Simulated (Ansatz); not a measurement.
Gas-phase electronic energies from Ansatz, PBE0-D4/def2-TZVP geometries. CBS: MP2 limit from def2 TZ/QZ plus the TZ coupled-cluster correction, frozen cores. This one scheme is used for every species. Double bonds are as drawn, so ΔE can hold a change between cis and trans. For Ge outer-core shells are correlated without core-valence functions, which leaves a few kJ/mol of doubt a bond. Scalar relativity is left out up to krypton.

`C/C=C\F` + GeH₄ → `F/C=[CH]/[GeH3]` + CH₄  (formal exchange of groups at a C–C bond)

`C/C=C\F`:

Z-matrix (Å, degrees):
```
C
C 1 1.489
H 1 1.094 2 110.9
H 1 1.094 2 110.9 3 118.6
H 1 1.090 2 111.5 3 -120.7
C 2 1.320 1 125.7 3 120.9
H 2 1.085 1 118.7 3 -59.1
F 6 1.342 2 122.5 1 -0.0
H 6 1.083 2 125.4 1 180.0
```

GeH₄:

Cartesian coordinates in Å:
```
Ge 0.000 0.000 0.000
H -0.683 0.167 1.363
H -1.060 -0.288 -1.071
H 0.992 -1.169 0.065
H 0.751 1.289 -0.358
```

`F/C=[CH]/[GeH3]`:

Z-matrix (Å, degrees):
```
Ge
C 1 1.931
H 1 1.537 2 110.3
H 1 1.537 2 108.4 3 120.1
H 1 1.537 2 110.3 3 -119.9
C 2 1.320 1 121.1 3 -120.4
H 2 1.086 1 120.6 3 59.6
F 6 1.338 2 122.6 1 -180.0
H 6 1.086 2 126.1 1 0.0
```

CH₄:

Cartesian coordinates in Å:
```
C 0.000 0.000 0.000
H 0.241 1.051 -0.160
H 0.916 -0.556 0.200
H -0.482 -0.402 -0.891
H -0.674 -0.092 0.851
```

| species | HF/def2-TZVPP energy (Eh) |
| --- | --- |
| `C/C=C\F` | -216.01524 |
| GeH₄ | -2077.67888 |
| `F/C=[CH]/[GeH3]` | -2253.48930 |
| CH₄ | -40.21433 |

Q: Work out ΔE.

A: ΔE = (-2253.48930) + (-40.21433) − (-216.01524) − (-2077.67888) = -0.00951 Eh = -25.0 kJ/mol. CCSD(T)/CBS gives -32.7 kJ/mol.

Largest T1 diagnostic among the species: 0.012.

In def2-TZVPP, CCSD(T) changes the Hartree–Fock value by −7.7 kJ/mol (the triples alone add −1.6 kJ/mol) and MP2 by −12.1 kJ/mol.
